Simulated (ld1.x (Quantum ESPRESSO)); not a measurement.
# Building the PAW potential for Al (Z = 13) (LDA (PZ), scalar-relativistic).

The input file (ld1.x (Quantum ESPRESSO) 7.5):

```
&input
   title='Al', zed=13., rel=1, dft='PZ', iswitch=3,
   config='[Ne] 3s2 3p1 3d-2',
   nld=3, rlderiv=3.60, eminld=-3.0, emaxld=5.0, deld=0.02
 /
 &inputp
   pseudotype=3, lpaw=.true., tm=.true., lloc=-1, rcloc=2.90,
   nlcc=.true., new_core_ps=.true., rcore=1.30,
   which_augfun='PSQ', rmatch_augfun_nc=.true.,
   file_pseudopw='Al.UPF', file_wfcaegen='ae.wfc', file_wfcncgen='nc.wfc', file_beta='beta', file_chi='chi', file_wfcusgen='us.wfc'
 /
6
3S  1  0   2.00   0.00  2.10  2.30  0.0
3S  1  0   0.00   0.05  2.10  2.30  0.0
3P  2  1   1.00   0.00  3.15  3.30  0.0
3P  2  1   0.00   0.20  3.15  3.30  0.0
3D  3  2  -2.00  -0.05  1.90  2.65  0.0
3D  3  2  -2.00   1.75  1.90  2.65  0.0
 &test
   configts(1)='3s2 3p1'
 /
```

Command:

```bash
ld1.x < Al.in > Al.out
```

Output (shortened: banner, matrices, multipoles, cross overlaps and the repeated all-electron block are left out):

```
Program LD1 v.7.5
     --------------------------- All-electron run ----------------------------

     Al
     scalar relativistic calculation

     atomic number is 13.00
     dft =PZ   lsd =0 sic =0 latt =0  beta=0.20 tr2=1.0E-14
     Exchange-correlation= PZ
                           (   1   1   0   0   0   0   0)
     mesh =1135 r(mesh) = 100.48924 a.u. xmin = -7.00 dx = 0.01250
     1 Ry =  13.60569312 eV, c = 137.03599908

     n l     nl                  e(Ry)          e(Ha)          e(eV)
     1 0     1S 1( 2.00)      -110.5641       -55.2820     -1504.3012
     2 0     2S 1( 2.00)        -7.9008        -3.9504      -107.4954
     2 1     2P 1( 6.00)        -5.1237        -2.5619       -69.7115
     3 0     3S 1( 2.00)        -0.5759        -0.2880        -7.8357
     3 1     3P 1( 1.00)        -0.2050        -0.1025        -2.7889

     final scf error:  4.2E-15 reached in  21 iterations

     Etot =    -483.527466 Ry,    -241.763733 Ha,   -6578.726321 eV

     Ekin =     483.888145 Ry,     241.944073 Ha,    6583.633613 eV
     Encl =   -1158.185239 Ry,    -579.092619 Ha,  -15757.912938 eV
     Eh   =     225.717896 Ry,     112.858948 Ha,    3071.048423 eV
     Exc  =     -34.948269 Ry,     -17.474134 Ha,    -475.495419 eV

     normalization and overlap integrals

     s(1S/1S) =  1.000000  <r> =   0.1206  <r2> =    0.0196  r(max) =   0.0789
     s(2S/2S) =  1.000000  <r> =   0.6291  <r2> =    0.4751  r(max) =   0.4954
     s(2P/2P) =  1.000000  <r> =   0.6047  <r2> =    0.4656  r(max) =   0.4264
     s(3S/3S) =  1.000000  <r> =   2.5337  <r2> =    7.5170  r(max) =   2.0597
     s(3P/3P) =  1.000000  <r> =   3.4387  <r2> =   14.2581  r(max) =   2.6447

     ------------------------ End of All-electron run ------------------------

     --------------------- Generating PAW atomic setup --------------------

      Generating local potential from pseudized AE potential:
      Matching radius rcloc =   2.9000

      Local pseudo, rcloc= 2.887 Estimated cut-off energy=     2.89 Ry

      Computing core charge for nlcc:

       r > 1.31 : true rho core
      Core charge pseudized with two Bessel functions
      Integrated core pseudo-charge :   3.70
      Wfc-us  3S rcutus= 2.305  Estimated cut-off energy=     8.63 Ry
      Wfc-us  3S rcutus= 2.305  Estimated cut-off energy=     9.99 Ry
      Wfc-us  3P rcutus= 3.271  Estimated cut-off energy=     7.20 Ry
      Wfc-us  3P rcutus= 3.271  Estimated cut-off energy=     8.71 Ry
      Wfc-us  3D rcutus= 2.678  Estimated cut-off energy=    14.53 Ry
      Wfc-us  3D rcutus= 2.678  Estimated cut-off energy=    19.77 Ry

     Required augmentation: PSQ   radius:    3.300000

     Q pseudized with Bessel functions
     Expected ecutrho=     116.2354 due to l1=  1   l2=  2

     Estimated PAW energy =  -37.300554 Ryd

     ------------------- End of pseudopotential generation -------------------

     Computing logarithmic derivative in   3.59240
     Computing logarithmic derivative in   3.59240
     Computing the partial wave expansion
     R is outside the sphere for l=    0 j= 0.00
     R is outside the sphere for l=    0 j= 0.00
     R is outside the sphere for l=    1 j= 0.00
     R is outside the sphere for l=    1 j= 0.00
     R is outside the sphere for l=    2 j= 0.00
     R is outside the sphere for l=    2 j= 0.00

     ---------------------- Testing the pseudopotential ----------------------

     Al
     scalar relativistic calculation

     atomic number is 13.00   valence charge is  3.00
     dft = SLA  PZ   NOGX NOGC   lsd =0 sic =0 latt =0  beta=0.20 tr2=1.0E-14
     mesh =1135 r(mesh) = 100.48924 xmin = -7.00 dx = 0.01250

     n l     nl             e AE (Ry)        e PS (Ry)    De AE-PS (Ry)
     1 0     3S   1( 2.00)       -0.57591       -0.57591        0.00000
     2 1     3P   1( 1.00)       -0.20498       -0.20498        0.00000

     eps = 7.3E-17  iter =  3

     Etot =    -483.527466 Ry,    -241.763733 Ha,   -6578.726321 eV
     Etotps =   -37.300555 Ry,     -18.650278 Ha,    -507.499911 eV

     Ekin =       5.826028 Ry,       2.913014 Ha,      79.267146 eV
     Encl =     -11.076428 Ry,      -5.538214 Ha,    -150.702475 eV
     Ehrt =       2.898113 Ry,       1.449056 Ha,      39.430833 eV
     Ecxc =     -34.948268 Ry,     -17.474134 Ha,    -475.495414 eV
     (Ecc =      -5.006211 Ry,      -2.503105 Ha,     -68.112970 eV)

     ---------------------- End of pseudopotential test ----------------------
```

Generation and configuration tests took about 1.9 s on one core of a shared server CPU.

Transferability test of the new file with ld1.x, input:

```
&input
   title='Al', zed=13., rel=1, dft='PZ', iswitch=2,
   config='[Ne] 3s2 3p1 3d-2'
 /
 &test
   file_pseudo='Al.UPF', nconf=10,
   configts(1)='3s2 3p1',
   configts(2)='3s2 3p0',
   configts(3)='3s1 3p0',
   configts(4)='3s2 3p0.5',
   configts(5)='3s1 3p1',
   configts(6)='3s1 3p2',
   configts(7)='3s2 3p1.3',
   configts(8)='3s0 3p3',
   configts(9)='3s2 3p1', lsdts(9)=1,
   configts(10)='3s1 3p0', lsdts(10)=1
 /
```

```bash
ld1.x < Al.test.in > Al.test.out
```

Pseudopotential blocks of its output, shortened (energy terms left out):

```
     ---------------------- Testing the pseudopotential ----------------------

     n l     nl             e AE (Ry)        e PS (Ry)    De AE-PS (Ry)
     1 0     3S   1( 2.00)       -0.57591       -0.57591        0.00000
     2 1     3P   1( 1.00)       -0.20498       -0.20498        0.00000

     eps = 7.3E-17  iter =  3

     Etot =    -483.527466 Ry,    -241.763733 Ha,   -6578.726321 eV
     Etotps =   -37.300555 Ry,     -18.650278 Ha,    -507.499911 eV

     ---------------------- End of pseudopotential test ----------------------

          ---------------------- Testing the pseudopotential ----------------------

     n l     nl             e AE (Ry)        e PS (Ry)    De AE-PS (Ry)
     1 0     3S   1( 2.00)       -1.09686       -1.09724        0.00039
     2 1     3P   1( 0.00)       -0.67303       -0.67323        0.00020

     eps = 2.7E-16  iter = 10

     Etot =    -483.097743 Ry,    -241.548871 Ha,   -6572.879633 eV
     Etotps =   -36.870757 Ry,     -18.435378 Ha,    -501.652199 eV
     dEtot_ae =       0.429724 Ry
     dEtot_ps =       0.429799 Ry,   Delta E=      -0.000075 Ry

     ---------------------- End of pseudopotential test ----------------------

          ---------------------- Testing the pseudopotential ----------------------

     n l     nl             e AE (Ry)        e PS (Ry)    De AE-PS (Ry)
     1 0     3S   1( 1.00)       -1.75925       -1.76298        0.00374
     2 1     3P   1( 0.00)       -1.27835       -1.28123        0.00288

     eps = 1.6E-15  iter =  7

     Etot =    -481.673544 Ry,    -240.836772 Ha,   -6553.502421 eV
     Etotps =   -35.444813 Ry,     -17.722407 Ha,    -482.251249 eV
     dEtot_ae =       1.853922 Ry
     dEtot_ps =       1.855742 Ry,   Delta E=      -0.001820 Ry

     ---------------------- End of pseudopotential test ----------------------

          ---------------------- Testing the pseudopotential ----------------------

     n l     nl             e AE (Ry)        e PS (Ry)    De AE-PS (Ry)
     1 0     3S   1( 2.00)       -0.82198       -0.82207        0.00009
     2 1     3P   1( 0.50)       -0.42514       -0.42517        0.00004

     eps = 5.8E-16  iter =  7

     Etot =    -483.371280 Ry,    -241.685640 Ha,   -6576.601294 eV
     Etotps =   -37.144357 Ry,     -18.572179 Ha,    -505.374723 eV
     dEtot_ae =       0.156187 Ry
     dEtot_ps =       0.156198 Ry,   Delta E=      -0.000012 Ry

     ---------------------- End of pseudopotential test ----------------------

          ---------------------- Testing the pseudopotential ----------------------

     n l     nl             e AE (Ry)        e PS (Ry)    De AE-PS (Ry)
     1 0     3S   1( 1.00)       -1.15566       -1.15648        0.00082
     2 1     3P   1( 1.00)       -0.72388       -0.72444        0.00056

     eps = 7.6E-15  iter =  8

     Etot =    -482.670025 Ry,    -241.335012 Ha,   -6567.060235 eV
     Etotps =   -36.442782 Ry,     -18.221391 Ha,    -495.829310 eV
     dEtot_ae =       0.857441 Ry
     dEtot_ps =       0.857773 Ry,   Delta E=      -0.000332 Ry

     ---------------------- End of pseudopotential test ----------------------

          ---------------------- Testing the pseudopotential ----------------------

     n l     nl             e AE (Ry)        e PS (Ry)    De AE-PS (Ry)
     1 0     3S   1( 1.00)       -0.63716       -0.63731        0.00015
     2 1     3P   1( 2.00)       -0.25069       -0.25077        0.00008

     eps = 7.1E-16  iter =  7

     Etot =    -483.148556 Ry,    -241.574278 Ha,   -6573.570989 eV
     Etotps =   -36.921581 Ry,     -18.460791 Ha,    -502.343702 eV
     dEtot_ae =       0.378910 Ry
     dEtot_ps =       0.378974 Ry,   Delta E=      -0.000064 Ry

     ---------------------- End of pseudopotential test ----------------------

          ---------------------- Testing the pseudopotential ----------------------

     n l     nl             e AE (Ry)        e PS (Ry)    De AE-PS (Ry)
     1 0     3S   1( 2.00)       -0.44704       -0.44703       -0.00001
     2 1     3P   1( 1.30)       -0.09059       -0.09059        0.00000

     eps = 8.6E-16  iter =  7

     Etot =    -483.571403 Ry,    -241.785702 Ha,   -6579.324114 eV
     Etotps =   -37.344496 Ry,     -18.672248 Ha,    -508.097748 eV
     dEtot_ae =      -0.043937 Ry
     dEtot_ps =      -0.043940 Ry,   Delta E=       0.000003 Ry

     ---------------------- End of pseudopotential test ----------------------

          ---------------------- Testing the pseudopotential ----------------------

     n l     nl             e AE (Ry)        e PS (Ry)    De AE-PS (Ry)
     1 0     3S   1( 0.00)       -0.68961       -0.68967        0.00006
     2 1     3P   1( 3.00)       -0.28998       -0.29015        0.00017

     eps = 2.0E-15  iter =  7

     Etot =    -482.755335 Ry,    -241.377667 Ha,   -6568.220939 eV
     Etotps =   -36.528348 Ry,     -18.264174 Ha,    -496.993492 eV
     dEtot_ae =       0.772131 Ry
     dEtot_ps =       0.772208 Ry,   Delta E=      -0.000076 Ry

     ---------------------- End of pseudopotential test ----------------------

          ---------------------- Testing the pseudopotential ----------------------

     n l     nl             e AE (Ry)        e PS (Ry)    De AE-PS (Ry)
     1 0     3S   1( 1.00)       -0.59287       -0.59285       -0.00002
     2 1     3P   1( 1.00)       -0.22059       -0.22058       -0.00001
     1 0     3S   2( 1.00)       -0.54881       -0.54884        0.00003
     2 1     3P   2( 0.00)       -0.18010       -0.18010       -0.00000

     eps = 6.8E-16  iter =  7

     Etot =    -483.537442 Ry,    -241.768721 Ha,   -6578.862050 eV
     Etotps =   -37.310531 Ry,     -18.655266 Ha,    -507.635635 eV
     dEtot_ae =      -0.009976 Ry
     dEtot_ps =      -0.009976 Ry,   Delta E=      -0.000000 Ry

     ---------------------- End of pseudopotential test ----------------------

          ---------------------- Testing the pseudopotential ----------------------

     n l     nl             e AE (Ry)        e PS (Ry)    De AE-PS (Ry)
     1 0     3S   1( 1.00)       -1.80641       -1.80997        0.00356
     2 1     3P   1( 0.00)       -1.32028       -1.32306        0.00278
     1 0     3S   2( 0.00)       -1.65388       -1.66095        0.00706  !
     2 1     3P   2( 0.00)       -1.17855       -1.18450        0.00595  !

     eps = 3.2E-15  iter =  7

     Etot =    -481.704947 Ry,    -240.852474 Ha,   -6553.929691 eV
     Etotps =   -35.475810 Ry,     -17.737905 Ha,    -482.672991 eV
     dEtot_ae =       1.822519 Ry
     dEtot_ps =       1.824745 Ry,   Delta E=      -0.002226 Ry

     ---------------------- End of pseudopotential test ----------------------
```
